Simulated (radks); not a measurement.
Fractional charge and spin in the 5s shell of technetium: the spin-up occupation runs from 0 to 1 and the spin-down occupation from 0 to 1; the fullest corner is Tc, [Kr] 4d(up 2.5, down 2.5) 5s(up 1, down 1). Calculated with a radial shooting solver on a logarithmic mesh with Libxc functionals: scalar-relativistic Kohn-Sham, r2SCAN, spin-polarised, spherical densities, finite nucleus; meta-GGA in the generalised Kohn-Sham scheme; Fermi nuclear charge, rms radius of each element as measured or else 0.836 A^(1/3) + 0.57 fm. Energy (eV) minus the two flat planes that join the four corners (they meet along the diagonal where the two added fractions sum to one electron); zero is where a piecewise linear energy would lie.

down \ up,0,0.5,1
0,0.000,-0.719,0.000
0.5,-0.719,0.419,-0.640
1,0.000,-0.640,0.000

Corners above the fullest one (they belong to Tc+ and the next ion): (up 1, down 0) 7.785 eV, (up 0, down 1) 7.785 eV, (up 0, down 0) 22.651 eV. With half an added electron in each spin the energy lies 0.419 eV from the planes, and with half an added electron in spin up alone -0.719 eV. The planes are only a guide here: the flat-plane condition holds for ground states with one frontier orbital, while other shells are open and held unpolarised.
